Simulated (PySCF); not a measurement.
B₂HO₂, SMILES O=BB=[OH+], charge +1.

Coordinates come from a ωB97X-D3(BJ)/def2-TZVP optimisation. The isomer is the one that the SMILES or the coordinates give; other isomers of the formula were not compared. One conformer was computed; it need not be the lowest.

Level of theory: PySCF with PBE/def2-TZVPD.

Gas-phase values at a fixed geometry.

```yaml
total_energy: -200.33538 hartree
point_group: C∞v
highest_occupied_level: -14.75 eV
lowest_empty_level: -9.95 eV
orbital_gap: 4.81 eV
dipole_moment_about_the_centre_of_nuclear_charge: 1.534 e·Å
mean_static_polarisability: 28.8 bohr³ (4.27 Å³)
polarisability_principal_values: 19.6, 19.6, 47.2 bohr³
```
